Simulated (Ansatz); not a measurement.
Reaction (hydrogenolysis of a P–Si bond): `P[SiH2][GaH2]` + H₂ → PH₃ + `[SiH3][GaH2]`

Program: Ansatz. Geometries: PBE0-D4/def2-TZVP. ΔE: electronic, gas phase. CBS: MP2 limit from def2 TZ/QZ plus the TZ coupled-cluster correction, frozen cores. This one scheme is used for every species. DFT in def2-TZVPP. HSE06 is defined as in plane-wave codes. For Ga outer-core shells are correlated without core-valence functions, which leaves a few kJ/mol of doubt a bond. Scalar relativity is left out up to krypton. Each species was taken in one conformer, which may not be the lowest.

**Question.** Is it downhill or uphill in electronic energy at CCSD(T)/CBS, and by how much? (Estimate.)

**Answer.** Ansatz gave: Uphill: ΔE = +3.9 kJ/mol.

**Question.** What do these levels give: revPBE-D4, B97M-V, BHLYP-D4, CAM-B3LYP-D4, PBE, r2SCANh, r2SCAN0, HSE06, CAM-B3LYP, CCSD/def2-TZVPP, MP2/def2-QZVPP, CCSD/CBS(def2)? (Estimate.)

**Answer.** The calculation gave: revPBE-D4 16.2, B97M-V 0.6, BHLYP-D4 -3.6, CAM-B3LYP-D4 -7.0, PBE 4.9, r2SCANh 4.4, r2SCAN0 2.4, HSE06 1.7, CAM-B3LYP -13.8, CCSD/def2-TZVPP -7.5, MP2/def2-QZVPP 9.4, CCSD/CBS(def2) -2.0 kJ/mol.

Largest T1 diagnostic among the species: 0.014.

The D4 term adds +11.7 kJ/mol with B3LYP and +6.3 kJ/mol with PBE0; it sums over pairs of atoms, weighted by their polarisabilities, and B3LYP, whose exchange is more repulsive, gets the larger term. From r2SCAN to r2SCAN0 (25 % exact exchange), in def2-TZVPP and without D4, ΔE moves by −3.2 kJ/mol.

B3LYP here is the variant with VWN-RPA as its local correlation; programs differ in this.
